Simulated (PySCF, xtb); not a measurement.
FH7OSi3, SMILES O[SiH2][Si@H](F)[SiH3]. Other conformers were not sampled.

Harmonic wavenumbers (cm⁻¹) from GFN2-xTB run with xtb at its own minimum, in rising order: 29, 35, 75, 150, 155, 196, 319, 388, 410, 436, 455, 521, 603, 610, 675, 714, 745, 789, 805, 818, 825, 853, 869, 2140, 2156, 2192, 2213, 2219, 2234, 3666.

### Question
What does PBE0-D3(BJ)/def2-SVP (PySCF 2.14.0) give at its own minimum? (The exact figures need the calculation; the answer reports its results.)

### Answer
22, 74, 130, 152, 159, 208, 233, 385, 434, 465, 521, 546, 705, 724, 761, 804, 841, 856, 881, 924, 927, 937, 968, 2203, 2204, 2216, 2223, 2235, 2242, 3923. Paired by order, the mean absolute difference is 60 cm⁻¹ and the zero-point energies are 40.5 and 42.7 kcal/mol.
